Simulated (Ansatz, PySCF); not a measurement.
Energy difference R1 + R2 + 2 R3 → 3 P1 + P2, each structure at its B3LYP-D3(BJ)/def2-TZVP stationary point, reached from a drawn start (curvature not checked).
P1, H2 (SMILES [H][H]) (charge 0, multiplicity 1):
```xyz
2

H      0.000     0.000     0.372
H      0.000     0.000    -0.372
```
R1: H2O (SMILES O), charge 0, multiplicity 1.
R2: HF (SMILES F), charge 0, multiplicity 1.
R3, SiH4 (SMILES [SiH4]) (charge 0, multiplicity 1):
```tsv
atom	x (Å)	y (Å)	z (Å)
Si	0.0000	0.0000	0.0000
H	0.8547	0.8547	0.8547
H	-0.8547	-0.8547	0.8547
H	-0.8547	0.8547	-0.8547
H	0.8547	-0.8547	-0.8547
```
P2: FH5OSi2 (SMILES F[SiH2]O[SiH3]), charge 0, multiplicity 1.

| level | reaction energy (kcal/mol) | minus CCSD(T)/cc-pV(Q+d)Z |
|---|---|---|
| HF/cc-pV(D+d)Z | -52.26 | 16.68 |
| HF/cc-pV(Q+d)Z | -68.32 | 0.63 |
| SVWN5/def2-TZVPP | -60.77 | 8.17 |
| BLYP/def2-TZVPP | -63.92 | 5.03 |
| BLYP-D3(BJ)/def2-TZVPP | -67.00 | 1.95 |
| BLYP-D4/def2-TZVPP | -67.89 | 1.06 |
| revPBE-D3(BJ)/def2-TZVPP | -60.36 | 8.58 |
| B3LYP-D4/def2-TZVPP | -67.74 | 1.21 |
| PBE0/def2-TZVPP | -59.65 | 9.29 |
| M06-2X/def2-TZVPP | -74.19 | -5.24 |
| CAM-B3LYP/def2-TZVPP | -66.60 | 2.35 |
| B2PLYP/def2-TZVPP | -67.48 | 1.47 |
| B2PLYP-D3(BJ)/def2-TZVPP | -68.92 | 0.03 |
| B2PLYP-D4/def2-TZVPP | -68.85 | 0.10 |
| MP2/cc-pV(D+d)Z | -58.86 | 10.08 |
| MP2/cc-pV(Q+d)Z | -73.05 | -4.10 |
| SCS-MP2/cc-pV(D+d)Z | -58.06 | 10.88 |
| CCSD/cc-pV(Q+d)Z | -67.98 | 0.96 |
| CCSD(T)/cc-pV(T+d)Z | -67.69 | 1.26 |
| CCSD(T)/cc-pV(Q+d)Z | -68.95 | 0.00 |

 The comparison column counts from a level with limits of its own.

P less R. No zero-point or thermal terms. One arrangement of each flexible species, with no search for the lowest.

Correlated levels freeze the cores.

Run with Ansatz (an electronic-structure program); PySCF for M06-2X and the D3/D4 terms. No computed number here is a measurement.
